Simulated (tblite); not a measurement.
C4H7F4Si (doublet state).
Numbering: `[CH3:1][CH:2][C@@H:3]([CH2:4][F:5])[Si:6]([F:7])([F:8])[F:9]` (hydrogens: H10, H11, H12 on C1; H13 on C2; H14 on C3; H15, H16 on C4)

The geometry is computed with GFN2-xTB (gas phase). This method treats the open shell by occupation alone, without spin polarisation.

(1) Give the optimised bond lengths and angles.

Results:

(1) 
```tsv
bond	length (Å)	order
C1–C2	1.475	single
C2–C3	1.488	single
C3–C4	1.529	single
C4–F5	1.373	single
C3–Si6	1.890	single
Si6–F7, Si6–F8, Si6–F9	1.588	single
C1–H10, C1–H12	1.089	single
C1–H11	1.098	single
C2–H13	1.076	single
C3–H14	1.095	single
C4–H15	1.094	single
C4–H16	1.094	single
```

Bonds in one row agree within 0.01 Å and their mean is given. Orders are formal, as drawn. A selection of angles:
```tsv
angle	degrees
C1–C2–C3	121.6
C2–C3–C4	112.6
C2–C3–Si6	104.4
C4–C3–Si6	112.4
C3–C4–F5	109.7
C3–Si6–F7	111.8
C3–Si6–F8	118.3
F7–Si6–F8	104.4
F7–Si6–F9	105.8
```

Dihedral angles: C1–C2–C3–C4 136° (anticlinal); C2–C3–C4–F5 -66° (synclinal); C2–C3–Si6–F7 60° (synclinal).

The 3 C–C bonds span 1.475 Å (C1–C2, drawn single) to 1.529 Å (C3–C4, drawn single), a spread of 0.054 Å. Si6 (silicon bonded to C and 3 F) is distorted tetrahedral (angles from 103.8° to 118.3°). C2 (carbon bonded to 2 C and H) is planar (angles 121.6°, 119.8° and 118.1°, sum 359.5°, 0.05 Å off the plane of its three neighbours). Of the pairs four or more bonds apart, H13···H15 is among the closest relative to their van der Waals radii: 2.51 Å, 105 % of the sum of Bondi's values.

Point group: C1 (no symmetry element, even within 0.4 Å). Its GFN2-xTB frequencies are all real (lowest 35 cm⁻¹). 3 starts were optimised and ended at 0.00, 0.75 and 0.76 kcal/mol (GFN2-xTB); the lowest of these is shown.

One conformer stands for the species.
